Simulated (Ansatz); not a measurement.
Species: sum formula AlOCl (charge 0, singlet). 
Coordinates optimised at B3LYP-D3(BJ)/def2-TZVP (Ansatz, a quantum-chemistry and plane-wave program):
SMILES: [O]=[Al][Cl]
```xyz
3

Al     0.0000     0.0000    -0.5886
O      0.0000     0.0000    -2.1853
Cl     0.0000     0.0000     1.4785
```
Charge 0, spin multiplicity 1.

Parts of the frozen-core correlation energy in STO-3G (Ansatz, hartree). Frozen orbitals: 11; correlated occupied orbitals by spin: 8 and 8; virtual: 4 and 4. Spin-orbit coupling is left out. Non-relativistic.

```
term                            value
-------------------------  ----------
reference (HF)             -767.43764
MP2 opposite-spin            -0.08656
MP2 same-spin              (withheld)
CCSD correlation           (withheld)
(T)                        (withheld)
FCI minus CCSD(T)             0.00000
T1 diagnostic                   0.039
largest doubles amplitude       0.104
```

### Question
What belongs in the gaps?

### Answer

- MP2 same-spin, value: -0.03063
- CCSD correlation, value: -0.12016
- (T), value: -0.01799
